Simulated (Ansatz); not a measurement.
Isomers of Cu2F2 (singlet), relaxed with PBE-D4/def2-SVP; total energies from Ansatz at CAM-B3LYP-D4/def2-TZVP.

| isomer | description | energy (Eh) |
| --- | --- | --- |
| A | point group Cs; 3 × Cu–F 1.75 to 1.91 Å | -3481.04540 |
| B | point group D2h; 4 × Cu–F 1.97 Å | -3481.05057 |

The isomers come from a short search, and lower ones may exist.

Task: Work out the relative energies (1 Eh = 2625.5 kJ/mol) and the Boltzmann populations at 298 K from electronic energies alone (R = 8.314 J/mol/K).

Result: ΔE: A 13.6, B 0.0 kJ/mol. RT = 2.48 kJ/mol. Factors exp(−ΔE/RT): A 0.00415, B 1; sum 1.004. Populations: A 0.4 %, B 99.6 %. Zero-point energy, vibrational entropy and symmetry numbers are left out and can shift these; an error of 4 kJ/mol changes a ratio by a factor of 5.0. Over the other density-functional and correlated levels in def2 sets, the gap between B and A ranges from -22 to 14 kJ/mol.
